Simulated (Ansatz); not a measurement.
`[CH3][GeH2][CH2]Br`, charge 0, multiplicity 1.

**Question.** Give a relaxed structure at PBE0-D4/def2-TZVP (Ansatz 0.2.0). (Best estimate.)

**Answer.** The calculation gave: 
Z-matrix (Å, degrees):
```
C
Ge 1 1.947
H 1 1.091 2 110.3
H 1 1.090 2 109.8 3 -120.0
H 1 1.091 2 110.3 3 120.1
C 2 1.967 1 109.9 3 177.9
H 2 1.538 1 111.4 3 58.3
H 2 1.544 1 111.0 3 -63.7
Br 6 1.944 2 110.7 1 -58.7
H 6 1.089 2 111.8 1 59.8
H 6 1.088 2 112.0 1 -177.4
```
This is one stationary point; other conformers may exist.
